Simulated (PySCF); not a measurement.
Spinor energies of Er³⁵⁺ (erbium, charge +35)

Start: [Ar] 3d10 4s2 4p3; 4p1/2 filled at m_j = -1/2, +1/2; 4p3/2 filled at m_j = +3/2. Calculated with PySCF 2.14 in an uncontracted even-tempered set (17 s from 3.7 bohr⁻², ratio 2.8; 13 p from 4.8 bohr⁻², ratio 2.8; 8 d from 8.6 bohr⁻², ratio 2.8; 4 f from 22 bohr⁻², ratio 3): generalised Hartree-Fock with the X2C-1e Hamiltonian and a Gaussian nucleus; one run each with spin-orbit coupling (SO) switched off, then screened by Boettger's factors.

```tsv
spinor shell	electrons	ε, spin-free (eV)	ε, screened SO (eV)	weight of nominal j (screened SO)	rms radius, screened SO (bohr)
1s1/2	2	-59250.7	-59234.5	1.000	0.0231
2s1/2	2	-11292.5	-11286.0	1.000	0.0934
2p1/2	2	-10155.6	-10805.6	1.000	0.0797
2p3/2	4	-10155.6	-9879.4	1.000	0.0865
3s1/2	2	-3652.8	-3649.4	1.000	0.237
3p1/2	2	-3297.5	-3441.3	1.000	0.228
3p3/2	4	-3297.5	-3233.3	1.000	0.242
3d3/2	4	-2863.0	-2887.5	1.000	0.213
3d5/2	6	-2863.0	-2842.2	1.000	0.217
4s1/2	2	-1653.5	-1652.2	1.000	0.504
4p1/2	2	-1535.9	-1571.1	0.998	0.499
4p3/2	1	-1535.9	-1511.5	1.000	0.519
```

```
   quantity     spin-free   screened SO
E (hartree)  -12370.44597  -12383.06870
        M_J           3/2           3/2
       ⟨J²⟩         3.750         3.751
       ⟨L²⟩         0.000         2.447
       ⟨S²⟩         3.750         1.588
```

Each row is a mean over spinors that exchange with the open shell spreads, by up to 12.998 eV (4s1/2).

Breit and QED terms are absent; they matter most for the inner s and p1/2 levels.

Densities and radii are taken from the X2C orbitals without a picture-change correction, which distorts them close to the nucleus.

Without spin-orbit coupling the j labels of p, d and f shells carry no meaning; the spin-free column gives the mean over the occupied spinors of each nl shell.
